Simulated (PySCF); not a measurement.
`C[C@@H]1C[C@H](C)[S@@](=O)C1`, C$_{6}$H$_{12}$OS

Geometry:
```
atom   x (Å)   y (Å)   z (Å)
  C1  -2.452   0.530  -0.223
  C2  -1.123  -0.070   0.219
  C3   0.058   0.872  -0.006
  C4   1.329   0.092   0.294
  C5   2.546   0.572  -0.472
  S6   0.997  -1.709  -0.133
  O7   0.971  -2.414   1.151
  C8  -0.764  -1.327  -0.555
  H9  -3.261  -0.180  -0.065
 H10  -2.669   1.430   0.346
 H11  -2.421   0.788  -1.280
 H12  -1.178  -0.324   1.283
 H13   0.063   1.202  -1.048
 H14  -0.014   1.758   0.628
 H15   1.531   0.064   1.367
 H16   3.415  -0.033  -0.223
 H17   2.766   1.610  -0.228
 H18   2.371   0.500  -1.544
 H19  -0.802  -1.159  -1.631
 H20  -1.368  -2.191  -0.292
```

Computed, not measured: GIAO HF/pcSseg-1 magnetisability, rotational g tensor and spin-rotation constants, non-relativistic, gas phase in PySCF. Geometry: GFN2-xTB.

(1) Give the nuclear spin-rotation constants along the inertial axes (H = +C I·J) beside the isotropic shieldings.

(2) How do the rotational constants and the g tensor change when H9, H10, H11, H12, H13, H14, H15, H16, H17, H18, H19, H20 are replaced by deuterium?

Results:

(1) Rotational constants 2.3775, 1.4918, 1.0549 GHz. A star marks the isotopologue with that one atom substituted, in its own axes.
```
atom  isotope  Caa (kHz)  Cbb (kHz)  Ccc (kHz)  mean (kHz)  σ (ppm)
  H9       1H     -0.205     -0.002     -0.120      -0.109     30.7
 H10       1H     -0.193     -0.099     -0.055      -0.116     30.6
 H11       1H     -0.255     -0.150     -0.008      -0.138     31.4
 H12       1H     -0.241     -0.133      0.014      -0.120     29.4
 H13       1H     -0.275     -0.133     -0.017      -0.142     31.7
 H14       1H     -0.217     -0.087     -0.044      -0.116     30.0
 H15       1H     -0.270     -0.158      0.038      -0.130     29.5
 H16       1H      0.049     -0.146     -0.120      -0.073     30.1
 H17       1H     -0.261      0.003     -0.100      -0.119     30.7
 H18       1H     -0.271     -0.164      0.010      -0.142     31.3
 H19       1H     -0.264     -0.172      0.017      -0.139     30.7
 H20       1H     -0.224      0.052     -0.135      -0.102     29.5
  C1     13C*      0.285      0.213      0.144       0.214    173.2
  C2     13C*      0.359      0.209      0.181       0.250    159.8
  C3     13C*      0.365      0.236      0.205       0.269    150.5
  C4     13C*      0.598      0.249      0.207       0.351    126.4
  C5     13C*      0.300      0.204      0.140       0.215    173.9
  S6     33S*      1.062      0.566      0.394       0.674    191.0
  O7     17O*     -0.175     -0.010     -0.118      -0.101    319.3
  C8     13C*      0.371      0.294      0.239       0.302    134.1
```
For the geometry as given, no vibrational averaging.

(2) Constants 1.9903, 1.2532, 0.9013 GHz; g -0.0159, -0.0076, -0.0074, against -0.0173, -0.0095, -0.0084 before.
